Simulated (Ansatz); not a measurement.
CH7BSi2 can be A, `CB1[SiH2][SiH2]1`, or B, `B1[SiH2]C[SiH2]1`.

Gas-phase electronic energies from Ansatz, PBE0-D4/def2-TZVP geometries. CCSD(T)/CBS is the MP2 limit (def2-TZVPP, def2-QZVPP) plus CCSD(T) − MP2 in def2-TZVPP, frozen cores. Functionals use def2-TZVPP. B3LYP here is the variant with VWN-RPA as its local correlation; programs differ in this.

Which is lower in electronic energy at CCSD(T)/CBS, and by how much? (Estimate.)

Computed: B, by 9.3 kcal/mol.

Give E(B) − E(A) in kcal/mol with CCSD/def2-TZVPP, BLYP-D4, CCSD(T)/def2-TZVPP, HF/def2-TZVPP, CCSD(T)/def2-SVP, B3LYP, MP2/def2-TZVPP. (Best estimate.)

Computed: CCSD/def2-TZVPP -11.1, BLYP-D4 -4.7, CCSD(T)/def2-TZVPP -8.6, HF/def2-TZVPP -19.6, CCSD(T)/def2-SVP -4.5, B3LYP -7.0, MP2/def2-TZVPP -8.0. None reverses the order clearly.

Does the order hold for the free energy at 298.15 K (harmonic terms from PBE0-D4)? (An estimate is asked.)

Ansatz gave: Yes: G(B) − G(A) = -9.5 kcal/mol.

Largest T1 diagnostic: 0.015.

From PBE to PBE0 (25 % exact exchange), in def2-TZVPP and without D4, E(B) − E(A) moves by −4.1 kcal/mol. The D4 term adds −0.7 kcal/mol with B3LYP and −0.3 kcal/mol with PBE0; it sums over pairs of atoms, weighted by their polarisabilities, and B3LYP, whose exchange is more repulsive, gets the larger term.
